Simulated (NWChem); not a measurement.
Molecule: BH₂S₂F; SMILES SB(S)F

```xyz
6

B      0.0000     0.0000    -0.3687
F      0.0000     0.0000    -1.6958
S      1.6304     0.0000     0.4200
H      1.2045     0.0000     1.6987
S     -1.6304     0.0000     0.4200
H     -1.2045     0.0000     1.6987
```
Atoms are numbered in this order, from 1.

Computed with NWChem. Pople sets run with spherical d functions. Coordinates come from a PBE0/def2-SVP optimisation. GIAO values for the isolated, static molecule; σ is the absolute isotropic shielding, δ = σ(reference) − σ with the isolated reference molecule computed at the same levels (11B: boron trifluoride, 19F: trichlorofluoromethane, 1H: tetramethylsilane).

```json
[
 {"level": "KT2/pcSseg-1", "δ B1 (ppm)": "34.1", "δ F2 (ppm)": "-69.3", "σ S3 (ppm)": "559.2", "δ H4 (ppm)": "1.80"},
 {"level": "LDA (Slater exchange, VWN5)/pcSseg-1", "δ B1 (ppm)": "38.1", "δ F2 (ppm)": "-55.5", "σ S3 (ppm)": "521.7", "δ H4 (ppm)": "2.16"},
 {"level": "B3LYP/6-311G**", "δ B1 (ppm)": "39.5", "δ F2 (ppm)": "-48.2", "σ S3 (ppm)": "539.1", "δ H4 (ppm)": "1.68"},
 {"level": "PBE0/pcSseg-1", "δ B1 (ppm)": "37.4", "δ F2 (ppm)": "-42.1", "σ S3 (ppm)": "555.3", "δ H4 (ppm)": "1.95"}
]
```
